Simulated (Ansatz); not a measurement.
Relaxation of C₂H₄SSi (8 atoms, charge 0, multiplicity 1), to a largest force component of 0.015 eV/Å in at most 40 steps.

The calculation used Ansatz 0.2.0, RKS PBE0-D4/STO-3G.

```xyz
8
Properties=species:S:1:pos:R:3:forces:R:3
C -0.593 1.330 -0.236 -3.32 7.09 -0.49
C -0.150 0.144 -0.286 -0.53 1.13 -0.43
Si 0.575 -1.030 0.700 3.94 -4.13 -0.72
S 0.021 -0.899 -1.558 1.05 -3.17 -0.18
H -1.067 1.826 -1.153 0.91 -0.76 1.40
H -0.641 1.985 0.660 0.14 -0.62 -0.35
H 2.099 -1.249 0.610 -2.06 0.44 0.50
H -0.149 -2.164 1.208 -0.14 0.02 0.28
```

Question: Where does it end, and by what steps?

Answer: The run converged. Limits of this set-up: minimal basis. After 9 steps the energy has fallen by 1.626 eV; Si3 moved furthest, 0.34 Å.

```csv
step,energy less start (eV),largest force component (eV/Å),accepted
0,0.0000,7.086,yes
1,-1.2312,3.211,yes
2,-1.4471,3.090,yes
3,-1.3634,3.066,no
4,-1.6157,0.411,yes
5,-1.6226,0.094,yes
6,-1.6254,0.021,yes
7,-1.6255,0.042,yes
8,-1.6257,0.017,yes
9,-1.6257,0.003,yes
```

```xyz
8
Properties=species:S:1:pos:R:3
C -0.650 1.428 -0.247
C -0.155 0.198 -0.319
Si 0.644 -1.242 0.443
S 0.042 -1.052 -1.570
H -1.088 1.943 -1.108
H -0.643 1.993 0.690
H 2.055 -1.210 0.748
H -0.112 -2.115 1.309
```

Whether the end is a true minimum wasn't checked by a vibrational analysis.

Time of the run: 15 s on 1 CPU thread of a shared host.
